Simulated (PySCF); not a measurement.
**Simulated absorption spectrum**

Compound: C2H11GeNSi.
SMILES: `C[CH2][Ge@@H]([NH2])[SiH3]`

Method used: TDDFT PBE0/def2-SVPD, vertical, gas phase, core orbitals frozen in the response in PySCF. One conformer (not necessarily the lowest) at the PBE0-D3(BJ)/def2-SVP geometry, without solvent, vibrations or thermal averaging. The PBE0/def2-SVPD calculation is non-relativistic and has no spin–orbit coupling, an omission that weighs most on germanium. Torsions of this conformer, `[CH3:1][CH2:2][Ge@@H:3]([NH2:4])[SiH3:5]`: C1–C2–Ge3–N4 -60°, H–N4–Ge3–C2 -58°, H–N4–Ge3–C2 67°.

Each state is given a Gaussian of 0.25 eV full width at half maximum, with ε(max) = 2.175×10⁸ f / Δν̃ (Δν̃ the width in cm⁻¹). The width is an assumption, not a result. The curve ends short of the highest state used, and states not computed would add to its high-energy end.

E (eV), ε (L mol⁻¹ cm⁻¹) and a bar:
```
     5.41          4 
     5.44         10 
     5.48         31 
     5.52         83 
     5.55        160 #
     5.59        340 ##
     5.63        625 ###
     5.67        997 #####
     5.70       1291 #######
     5.74       1607 #########
     5.78       1736 #########
     5.81       1676 #########
     5.85       1413 ########
     5.89       1033 ######
     5.92        744 ####
     5.96        425 ##
     6.00        210 #
     6.04         92 
     6.07         48 
     6.11         30 
     6.15         51 
     6.18        100 #
     6.22        233 #
     6.26        483 ###
     6.29        761 ####
     6.33       1245 #######
     6.37       1795 ##########
     6.41       2314 ############
     6.44       2634 ##############
     6.48       2959 ################
     6.52       3218 #################
     6.55       3416 ##################
     6.59       3719 ####################
     6.63       4065 ######################
     6.66       4333 #######################
     6.70       4687 #########################
     6.74       5034 ###########################
     6.78       5353 #############################
     6.81       5525 ##############################
     6.85       5551 ##############################
     6.89       5218 ############################
     6.92       4711 #########################
     6.96       3793 ####################
     7.00       2854 ###############
```

Q: Locate the maxima and give the states behind the curve.

A: 214 nm (5.78 eV), ε about 1700, made up of S1 (100%); 181 nm (6.83 eV), ε about 5600, made up of S4 (28%) and S5 (66%) (ε in L mol⁻¹ cm⁻¹; maxima over ε = 5, shares over 10%). The states used: S1 5.78 eV (f 0.016); S2 6.44 eV (f 0.020); S3 6.62 eV (f 0.020); S4 6.75 eV (f 0.021); S5 6.89 eV (f 0.039); S6 7.23 eV (f 0.016); S7 7.30 eV (f 0.030); S8 7.33 eV (f 0.044); S9 7.49 eV (f 0.026); S10 7.60 eV (f 0.0078).

Q: On this curve, what absorbance would a 10⁻⁴ mol/L sample give at 222 nm over a 1 cm path?

A: 222 nm is 5.585 eV, where ε is about 310 L mol⁻¹ cm⁻¹, so A = ε c l ≈ 0.031 (Beer–Lambert, with the gas-phase spectrum and the assumed width).

Q: Coming from long wavelengths, where does ε first pass 100 L mol⁻¹ cm⁻¹?

A: At about 224 nm (5.53 eV), 0.25 eV below S1.

Q: What would ε be at 6.83 eV, the highest of these maxima, with half the width (0.125 eV)?

A: About 5790 L mol⁻¹ cm⁻¹ against 5580, a factor of about 1.0; a lone state at its own centre would give exactly 2.

All these states lie below the vertical ionisation energy of 8.86 eV (ΔSCF).

Without π bonds the low states are Rydberg-like; a valence basis with one diffuse set may place them up to an eV too high.
